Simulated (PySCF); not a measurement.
Mapped SMILES: `[CH2:1]=[CH:2][C:3](=[CH2:4])[NH:5][CH:6]=[O:7]`. Hydrogens are named by the atom that carries them. Ha(C4) is cis to C2; Ha(C1) is cis to C3; Hb(C4) is trans to C2; Hb(C1) is trans to C3.

GIAO PBE0/pcSseg-1 shifts (PySCF, gas phase, non-relativistic, equivalent atoms averaged), each against references optimised in the same way as the molecule (TMS, NH3, H2O).

On the GFN2-xTB geometry: C6 159.8, C2 143.3, C3 142.4, C4 115.2, C1 111.4, N5 153.9, O7 455.5, H(C6) 8.52, Hb(C4) 7.17, H(C2) 6.35, H(N5) 6.30, Hb(C1) 5.32, Ha(C4) 5.15, Ha(C1) 5.10 ppm.

**Question.** What changes on the PBE0-D3(BJ)/def2-SVP geometry?

**Answer.** 
```tsv
atoms	δ (ppm)	change
C6	159.1	-0.7
C2	143.5	+0.2
C3	141.5	-0.9
C4	114.9	-0.3
C1	111.8	+0.4
N5	154.8	+0.9
O7	463.1	+7.6
H(C6)	8.24	-0.28
Hb(C4)	7.04	-0.13
H(C2)	6.16	-0.19
H(N5)	5.93	-0.37
Hb(C1)	5.23	-0.09
Ha(C4)	5.02	-0.13
Ha(C1)	5.02	-0.08
```

Bonds between heavy atoms that differ most (equivalent bonds averaged): C3–C4 1.337 → 1.348 Å, N5–C6 1.354 → 1.365 Å, C1–C2 1.328 → 1.338 Å, C2–C3 1.461 → 1.466 Å, C3–N5 1.404 → 1.400 Å. Mean change of bonds to hydrogen: C–H +0.014 Å, N–H +0.002 Å.
